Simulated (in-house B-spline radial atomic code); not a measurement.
A run on Nb- that did not converge. Method: scalar-relativistic (X2C) TPSSh, spin-polarised, spherical fractional occupations, exact exchange averaged over the configuration, Fermi nucleus of rms radius 4.324 fm; computed with a B-spline radial code for spherical atoms.

Command:
```bash
python run_scf.py task.json out
```
Settings (nuclear radius in fm, mass in u):
```
Z                41
configuration    [Kr] 4d4 5s2
hamiltonian      x2c
method           tpssh
spin_polarised   True
nucleus          fermi
rms_radius       4.324
atomic_mass      92.90637
speed_of_light   137.035999084
exact_exchange   averaged over the configuration
```

First and last ten iterations of the last attempt (damped for 15 steps, keeping 80 % of the old Fock matrix, then DIIS):
```
 iter        energy (Eh)    residual
    1       -3819.231073    6.44e-02
    2       -3192.991416    1.91e+00
    3       -3194.574773    1.44e+00
    4       -3488.676062    5.03e-01
    5       -3622.359942    3.85e-01
    6       -3639.156288    3.49e-01
    7       -3655.061066    2.43e-01
    8       -3655.128370    2.40e-01
    9       -3655.172029    2.37e-01
   10       -3655.203335    2.32e-01
  111       -3815.760133    9.02e-02
  112       -3815.743712    9.06e-02
  113       -3815.799621    8.95e-02
  114       -3819.259092    6.17e-03
  115       -3819.232502    2.12e-02
  116       -3774.086163    3.83e-01
  117       -3774.089716    3.82e-01
  118       -3774.089208    3.82e-01
  119       -3774.091677    3.82e-01
  120       -3774.100757    3.81e-01
 not converged after 120 iterations
```

The smallest residual met was 2.9e-03; the threshold is about 4e-07. No energy from this run should be used. Time taken, with all properties: 9.9 s on 1 thread of Arm Neoverse N1, with other jobs on the host.
